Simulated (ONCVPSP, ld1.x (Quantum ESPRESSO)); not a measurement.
**Pseudopotentials across the periodic table**

Generated with ld1.x 7.5 (TM, RRKJ, ultrasoft, PAW), atompaw 4.2 or ONCVPSP 4.0.1. The cutoff is in Ry: for ld1.x and atompaw files where the sum of valence levels is converged to 10 mRy in a Bessel basis, for ONCV files where the hardest occupied wave has 1 mHa per electron of residual kinetic energy. The error is the largest all-electron minus pseudo excitation energy over each file’s own four to seven test configurations (ionisations up to +4, promotions, holes and added fractions of an electron), all of which were solved. The labels leave out finer settings (local radius, basis sizes, second energies), which also bear on the numbers. Spin-polarised tests are not counted. The rows are a selection from randomly drawn settings: files with unsolved tests, undetermined cutoffs or missed reference levels are left out.

A true bound ghost makes a file unfit for plane-wave use even where its test errors are small: the radial tests pick states by their node count and pass the ghost by.

```csv
element,potential,cutoff (Ry),largest error (meV),bound ghosts
Mn,"ONCV, PBE, scalar-relativistic, rc 2.25/1.70/1.20 (spd), local smoothed, core correction no, reference 3d5 4s1.5, qcut 2.3/3.9/13.6, projectors 3/2/2",133,+91,p
Ni,"RRKJ, PBEsol, scalar-relativistic, rc 1.95/3.32/1.45 (spd), local p, core correction yes, reference 3d8 4s2 4p0",90,-493,s
As,"TM, PBE, scalar-relativistic, rc 1.75/1.80 (sp), local s, core correction yes, reference 4s2 4p1",35,-22,none
Rb,"ONCV, PBE, scalar-relativistic, rc 2.40/1.70/2.15 (spd), local smoothed, core correction no, reference 4s2 4p6 5s1, qcut 4.3/4.6/4.9, projectors 2/1/2",24,-142,none
```

**Question.** Fill in the row for Cl: ONCV, PBEsol, scalar-relativistic, rc 1.40/1.10 (sp), local smoothed, core correction yes, reference 3s2 3p4.75, qcut 3.7/7.1, projectors 2/1.

**Answer.** cutoff 186 Ry, largest error +17 meV, bound ghosts: none.

**Question.** Fill in the row for Ge: TM, LDA (PZ), scalar-relativistic, rc 1.30/2.00/1.25/1.70 (spdf), local d, core correction yes, reference 3d10 4s2 4p2.

**Answer.** cutoff 180 Ry, largest error -7.9 meV, bound ghosts: s, p.

**Question.** Fill in the row for Ir: ultrasoft, LDA (PZ), fully relativistic, rc 2.35/3.80/2.92 (spd), local smoothed, core correction yes, reference 5d7 6s2 6p0.

**Answer.** cutoff 12 Ry, largest error -379 meV, bound ghosts: none.
